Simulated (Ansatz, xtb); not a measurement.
Relative energy of two isomers of C6H4N2O2

We compare a, `O=Cc1nccnc1C=O`, a singlet, with b, `O=Cc1cncc(C=O)n1`, a singlet. Both are isolated molecules in the gas phase, relaxed with B3LYP/def2-SVP; the shapes shown needn't be the lowest conformers.

a (Å):

```xyz
14

C    -1.8492    0.6314    0.0118
C    -0.8983   -0.3681    0.6209
C    -0.2246   -2.5546    0.5633
C     0.9255   -2.2232    1.2916
C     0.2078   -0.0558    1.4503
C     0.4222    1.2499    2.1737
N    -1.1142   -1.6258    0.2207
N     1.1230   -0.9864    1.7418
O    -1.5984    1.7916   -0.1779
O    -0.4478    2.0288    2.4589
H    -2.8004    0.1500   -0.3264
H    -0.4178   -3.5856    0.2474
H     1.6887   -2.9756    1.5188
H     1.4857    1.3792    2.4951
```

b (Å):

```xyz
14

C    -1.9692    1.0799    2.1507
C    -1.1315   -0.0210    1.5805
C    -1.5104   -1.3703    1.7128
C     0.3441   -2.0086    0.5727
C     0.7286   -0.6613    0.4369
C     1.9854   -0.2814   -0.2805
N    -0.7733   -2.3612    1.2095
N    -0.0119    0.3282    0.9422
O    -3.0008    0.8935    2.7478
O     2.7377   -1.0817   -0.7795
H    -1.5456    2.0987    1.9698
H    -2.4343   -1.6252    2.2419
H     0.9724   -2.7978    0.1474
H     2.1627    0.8222   -0.3106
```

Energies in hartree; the thermal terms are from GFN2-xTB frequencies at re-optimised GFN2-xTB minima (ideal gas, soft modes damped towards free rotors, one conformer each, 298.15 K, 1 atm) and include the zero-point energy:

|  | a | b |
| --- | --- | --- |
| E, CCSD(T)/def2-SVP | −489.274753 | −489.285776 |
| E, MP2/def2-SVP | −489.180438 | −489.190679 |
| E, MP2/def2-TZVPP | −490.069638 | −490.079362 |
| zero-point energy | 0.089698 | 0.089892 |
| H(298 K) − E | 0.099477 | 0.099751 |
| G(298 K) − E | 0.055955 | 0.055857 |

Problem. Correct the CCSD(T) difference for the basis set by the MP2 change, then work out ΔE, ΔE₀, ΔH and ΔG for a → b in kcal/mol (1 Eh = 627.51 kcal/mol) and the equilibrium ratio [b]/[a].

Solution. 1. Differences b − a: CCSD(T) −0.011023, MP2 in the small set −0.010241, MP2 in the large set −0.009724 Eh.
2. ΔE = −0.011023 + (−0.009724 − (−0.010241)) = −0.010506 Eh = −6.59 kcal/mol.
3. ΔE₀ = ΔE + ΔZPE = −0.010506 + (+0.000194) Eh = −6.47 kcal/mol.
4. ΔH = ΔE + (+0.000274) Eh = −6.42 kcal/mol.
5. ΔG = ΔE + (−0.000098) Eh = −6.65 kcal/mol, so ΔS = (ΔH − ΔG)/T = +3.3 J/(mol K).
6. kT = 0.9442 mEh, so K = [b]/[a] = exp(−ΔG/kT) = exp(+11.23) ≈ 7.5 × 10^4.

Structure b is favoured at this temperature. An error of 1 kcal/mol in ΔG would change K by a factor of 5.4. Mirror images and further conformers aren't counted.

As drawn, both hold the same kinds of bond in the same numbers.

Other levels gave ΔE = −2.7 (GFN2-xTB); −11.8 (HF/STO-3G, GFN2-xTB geometries); −9.4 (r2SCAN-D4/def2-SVP, GFN2-xTB geometries); −8.1 (B3LYP/def2-SVP); −9.4 (HF/def2-SVP); −6.4 (MP2/def2-SVP); −6.9 (CCSD(T)/def2-SVP) kcal/mol. The correlated steps freeze 10 core orbitals. Programs: Ansatz 0.2.0, xtb 6.7.1.
